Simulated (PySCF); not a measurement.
**Ionisation energy of Hg⁶⁰⁺ by level of theory**

Hg⁶⁰⁺ [Ar] 3d2 [3d3/2^2, M_J = 2] → Hg⁶¹⁺ [Ar] 3d1 [3d3/2^1, M_J = 3/2], as a difference of total energies. All numbers are calculated (PySCF 2.14, the two-component X2C-1e Hamiltonian, in an even-tempered Gaussian basis (15 s from 19 bohr⁻², ratio 2.8; 12 p from 24 bohr⁻², ratio 2.8; 8 d from 24 bohr⁻², ratio 2.8; 3 f from 76 bohr⁻², ratio 3)). Correlated levels: [Ne] frozen; the 72 highest virtual spinors dropped. "Screened" scales the spin-orbit matrix elements by Boettger's factors to mimic the two-electron term; Breit and QED terms are absent.

```
                    method  ionisation energy (eV)
           GHF (spin-free)                  6299.6
          GMP2 (spin-free)                  6299.1
 GHF (screened spin-orbit)                  6359.8
GMP2 (screened spin-orbit)                  6359.6
```

Breit and QED terms and the two-electron picture change are absent.

The spin-free rows relax to the high-spin LS determinant and lack the spin-orbit shift.

The labels give the starting determinants; with spin-orbit coupling the two ends relaxed to ⟨J²⟩ = 6.01, ⟨L²⟩ = 10.10, ⟨S²⟩ = 1.55 and ⟨J²⟩ = 3.75, ⟨L²⟩ = 6.08, ⟨S²⟩ = 0.83.

For comparison: 6356 ± 10 eV (theoretical estimate listed by NIST; NIST Atomic Spectra Database, ionization energies).
